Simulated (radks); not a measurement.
Spherical quantum dot in the effective-mass picture: electrons in a hard-walled sphere of radius 4.03, all in effective atomic units (hartree* = m*/eps^2 hartree, bohr* = eps/m* bohr), one dielectric constant everywhere. Calculated with a radial shooting solver with Libxc functionals: non-relativistic Kohn-Sham, LDA (Slater exchange, Perdew-Wang correlation), spin-polarised, spherical densities. Levels are named by radial order and angular momentum (1s, 1p, 1d, 2s, ...), and open shells are averaged over m. Results are scaled to m* = 0.036 and eps = 10.4, for which hartree* = 9.057 meV and bohr* = 15.29 nm.

N = 15, configuration 1s2 1p6 1d(up 5, down 2). This is the lowest configuration that the search found. Occupied and some empty levels:

level    occupation  eigenvalue (meV)  <r> (nm)
1s up             1            45.564     40.13
1s down           1            45.925     39.96
1p up             3            47.151     42.13
1p down           3            47.530     42.06
1d up             5            49.804     43.74
1d down           2            50.194     43.71
1f up             0            53.380     45.05
1f down           0            53.775     45.05
2s up             0            55.134     27.94
2s down           0            55.311     27.92
2p up             0            60.048     32.40
2p down           0            60.279     32.35

Energy (meV): total 404.958, kinetic 119.47, external 0, Hartree 335.25, exchange-correlation -49.766.
